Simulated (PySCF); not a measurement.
## Polarisability and C₆ of Se (selenium, neutral)

[Ar] 3d10 4s2 4p4, high-spin 3P determinant. Calculation: PySCF 2.14, in aug-cc-pVQZ-PP with one added diffuse shell each of s, p, d, f, g type with ECP10MDF (8s7p6d4f3g, 114 functions); a scalar-relativistic core potential. Coupled (time-dependent) response in atomic units; α is the mean over directions.

| method | mean α (bohr³) | α xx, yy, zz | C₆ (like pair) | S(−4) |
| --- | --- | --- | --- | --- |
| TPSSh | 26.98 | 24.94, 31.06, 24.94 | 225.9 | 210.2 |

S(−4) is the Cauchy moment in α(ω) = α(0) + S(−4) ω² + …

Reference α: 28.9 ± 1 bohr³ (recommended; Schwerdtfeger and Nagle, table of static dipole polarizabilities (2023 update)). Published C₆: 210.0 (Chu and Dalgarno (2004); Tang, Norbeck and Certain (1976)).

Spin-orbit coupling is absent.

α(iu) at TPSSh:

| u (hartree) | α(iu) (bohr³) |
| --- | --- |
| 0 | 26.98 |
| 0.0500 | 26.47 |
| 0.100 | 25.09 |
| 0.200 | 21.11 |
| 0.300 | 17.08 |
| 0.500 | 11.13 |
| 0.750 | 6.917 |
| 1.00 | 4.640 |
| 1.50 | 2.491 |
| 2.00 | 1.566 |
| 3.00 | 0.8056 |
| 5.00 | 0.3442 |

A single London oscillator, α(iu) = α/(1 + u²/ω²), gives C₆ = (3/4) ω α². Matching the computed C₆ needs ω = 4 × 225.9 / (3 × 26.98²) = 0.414 hartree.

The components differ because the open shell of this determinant is not spherical; for a pure term their mean is the scalar polarisability.

Energies and moments cover only the electrons outside the core potential.
